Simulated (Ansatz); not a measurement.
CH5Si, doublet, at a GFN2-xTB geometry. Base run: SVWN5/STO-3G (Ansatz, a first-principles code).

Geometry (Å):
```xyz
7

C     -1.1924    -0.1678     0.1283
Si     0.6644     0.0850    -0.1430
H     -1.7778     0.5724    -0.4102
H     -1.5134    -1.1506    -0.2061
H     -1.4453    -0.0816     1.1844
H      1.1118     1.4318     0.1904
H      1.4783    -0.9556     0.4732
```
Charge 0, spin multiplicity 2.
Orbitals are unrestricted.
All else is at Ansatz's defaults.

The base run was repeated with changes; each row names its change, and settings that it needs were set with it.

```tsv
change	basis functions	E (Eh)
base	19	-325.09599
basis = 6-31G*	44	-328.95567
basis = cc-pVDZ	(withheld)	(withheld)
basis = def2-SVPD	(withheld)	(withheld)
basis = aug-pcseg-1	95	-328.96317
basis = aug-cc-pVDZ	95	-328.97285
basis = def2-TZVPD	125	-329.00368
basis = cc-pVTZ	134	-329.00577
basis = cc-pV(T+d)Z	139	-329.00814
basis = def2-TZVPP	143	-329.00504
basis = aug-cc-pVTZ	(withheld)	(withheld)
basis = cc-pVQZ	(withheld)	(withheld)
basis = def2-QZVPP	277	-329.02221
```

Task: Some entries are withheld; supply them.

Result: 
- basis = cc-pVDZ, basis functions: 57
- basis = cc-pVDZ, E (Eh): -328.96740
- basis = def2-SVPD, basis functions: 84
- basis = def2-SVPD, E (Eh): -328.85782
- basis = aug-cc-pVTZ, basis functions: 211
- basis = aug-cc-pVTZ, E (Eh): -329.00669
- basis = cc-pVQZ, basis functions: 264
- basis = cc-pVQZ, E (Eh): -329.01446

Totals compare only among sets that treat the same electrons; sets with core potentials leave the core out.
